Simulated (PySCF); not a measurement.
**Ionisation energy along the 13-electron series**

Calculated with PySCF 2.14 and a two-component X2C-1e Hamiltonian (Gaussian nucleus, no Breit or QED terms), each ion in its own even-tempered basis scaled to its charge; GMP2 freezes 1s2 and drops the highest virtual spinors. Values in eV. NIST values: (m) measured, (s) semi-empirical, (t) theoretical.

```
  ion  configuration  GHF (spin-free)  GMP2 (spin-free)  GHF (screened spin-orbit)  GMP2 (screened spin-orbit)          NIST
Tm⁵⁶⁺   [Ne] 3s2 3p1           5474.5            5475.0                     5661.3                      5661.4  5656 ± 5 (t)
Lu⁵⁸⁺   [Ne] 3s2 3p1           5862.1            5862.7                     6076.6                      6076.7  6070 ± 6 (t)
```

Q: Fill in the row of Yb⁵⁷⁺.

A: configuration: [Ne] 3s2 3p1; GHF (spin-free): 5666.5; GMP2 (spin-free): 5667.1; GHF (screened spin-orbit): 5866.8; GMP2 (screened spin-orbit): 5866.9; NIST: 5860 ± 6 (t).
